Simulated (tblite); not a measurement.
Input of a run (GFN2-xTB geometry optimisation, gas phase (tblite 0.8.0)), started from a force field or distance geometry:
```
{"job": {"kind": "relax", "xc": "GFN2-xTB", "basis": "xTB"}, "charge": 0, "multiplicity": 1}
O      2.520000     2.253900    -0.888700
C      2.559200     1.041200    -0.572700
N      1.431900     0.389700    -0.030900
Si     1.573000    -1.345000     0.398900
N      0.167000    -2.204500    -0.290600
Si    -1.309200    -1.635500     0.494800
C     -2.141500    -0.237500    -0.382000
N     -1.227900     0.650000    -1.036600
Si    -0.087400     1.337100     0.165200
O      0.148600     3.005800    -0.015200
H      3.506100     0.497200    -0.703200
H      2.790900    -1.953000    -0.097300
H      1.554100    -1.381100     1.882800
H      0.155400    -2.185000    -1.332400
H     -0.918700    -1.155700     1.847900
H     -2.259500    -2.759100     0.695600
H     -2.697700     0.381000     0.377200
H     -2.909600    -0.618600    -1.095200
H     -1.735600     1.397400    -1.556100
H     -0.657800     1.070200     1.499800
H     -0.470300     3.468400     0.638500
```

Output (eV, eV/Å):
```
step      E/eV     max force
  0    -873.49493    3.731
  1    -873.88987    3.977
  2    -874.04833    1.393
  3    -874.13128    0.781
  4    -874.23237    0.530
  5    -874.27696    0.520
  6    -874.31827    0.609
  7    -874.35857    0.669
  8    -874.41301    0.510
  9    -874.45779    0.573
 10    -874.49345    0.463
 11    -874.52701    0.470
 12    -874.55903    0.415
 13    -874.59265    0.446
 14    -874.62411    0.448
 15    -874.64857    0.332
 16    -874.66455    0.263
 17    -874.67501    0.254
 18    -874.68297    0.188
 19    -874.69027    0.200
 20    -874.69725    0.213
 21    -874.70326    0.211
 22    -874.70832    0.242
 23    -874.71312    0.194
 24    -874.71802    0.142
 25    -874.72327    0.161
 26    -874.72781    0.149
 27    -874.73061    0.122
 28    -874.73245    0.105
 29    -874.73455    0.141
 30    -874.73724    0.131
 31    -874.73999    0.124
 32    -874.74200    0.100
 33    -874.74342    0.093
 34    -874.74502    0.090
 35    -874.74715    0.087
 36    -874.74941    0.098
 37    -874.75142    0.104
 38    -874.75350    0.104
 39    -874.75595    0.110
 40    -874.75833    0.089
 41    -874.76002    0.079
 42    -874.76104    0.077
 43    -874.76190    0.084
 44    -874.76306    0.085
 45    -874.76467    0.098
 46    -874.76649    0.121
 47    -874.76783    0.097
 48    -874.76879    0.085
 49    -874.76974    0.073
 50    -874.77077    0.083
 51    -874.77208    0.107
 52    -874.77325    0.113
 53    -874.77514    0.111
 54    -874.77721    0.135
 55    -874.77991    0.165
 56    -874.78334    0.169
 57    -874.78530    0.457
 58    -874.79151    0.210
 59    -874.79755    0.217
 60    -874.77298    2.011
 61    -874.81141    0.486
 62    -874.82398    0.296
 63    -874.83730    0.604
 64    -874.84056    1.596
 65    -874.86134    0.676
 66    -874.87799    0.449
 67    -874.91753    0.882
 68    -874.93190    0.581
 69    -874.95719    0.429
 70    -874.98042    0.407
 71    -875.00314    0.377
 72    -874.91634    2.440
 73    -875.02957    0.314
 74    -875.04429    0.289
 75    -875.04921    1.644
 76    -875.08198    0.276
 77    -875.09234    0.243
 78    -875.10154    1.275
 79    -875.12153    0.280
 80    -875.13131    0.154
 81    -875.14568    0.257
 82    -875.14980    0.192
 83    -875.16328    0.198
 84    -875.16894    0.231
 85    -875.17497    0.152
 86    -875.17801    0.146
 87    -875.18068    0.135
 88    -875.18299    0.136
 89    -875.18472    0.095
 90    -875.18586    0.070
 91    -875.18721    0.098
 92    -875.18874    0.108
 93    -875.19016    0.077
 94    -875.19114    0.049
 95    -875.19183    0.053
 96    -875.19250    0.057
 97    -875.19332    0.063
 98    -875.19407    0.044
 99    -875.19453    0.057
100    -875.19481    0.061
101    -875.19508    0.049
102    -875.19537    0.037
103    -875.19560    0.027
104    -875.19574    0.022
105    -875.19584    0.023
106    -875.19595    0.021
107    -875.19606    0.024
108    -875.19617    0.030
109    -875.19627    0.022
110    -875.19638    0.018
111    -875.19649    0.020
112    -875.19659    0.019
113    -875.19666    0.020
114    -875.19671    0.018
115    -875.19677    0.023
116    -875.19682    0.017
117    -875.19685    0.009
```

Question: Summarise the run.

Answer: The energy falls by 164.2 kJ/mol over 117 L-BFGS steps, the largest force on an atom goes from 3.73 to 0.009 eV/Å, and the atoms move by 0.561 Å rms after alignment. Among the bonds, N8–Si9 and Si9–O10 change most and about equally (-0.086 to -0.085 Å). Bonds longer at the end by more than 0.005 Å: 3 of 21; shorter: 17. Among the angles that change most is Si4–N5–Si6, from 109.3° to 128.8°. Among the dihedrals that turn most is N8–Si9–O10–H21, from 97° to -129°. The energy rose by more than 1e-5 eV at steps 60 and 72. The first step brought 23 % of the lowering.

Question: What are the final bond lengths?

Answer: O1=C2 1.214 Å, C2–N3 1.338 Å, N3–Si4 1.752 Å, Si4–N5 1.721 Å, N5–Si6 1.734 Å, Si6–C7 1.906 Å, C7–N8 1.447 Å, N8–Si9 1.707 Å, Si9–O10 1.610 Å, N3–Si9 1.792 Å, C2–H11 1.105 Å, Si4–H12 1.461 Å, Si4–H13 1.466 Å, N5–H14 1.005 Å, Si6–H15 1.464 Å, Si6–H16 1.468 Å, C7–H17 1.099 Å, C7–H18 1.097 Å, N8–H19 1.011 Å, Si9–H20 1.465 Å, O10–H21 0.975 Å. Numbering counts from 1 in the input's order; the species is `O=CN1[SiH2]N[SiH2]CN[Si@@H]1O`.

GFN2-xTB frequencies show an imaginary mode (24i cm⁻¹), so the point is no minimum at that level. 3 starts were optimised and ended at 0.00, 0.27 and 2.36 kcal/mol (GFN2-xTB); the lowest of these is shown.

These are computed values.
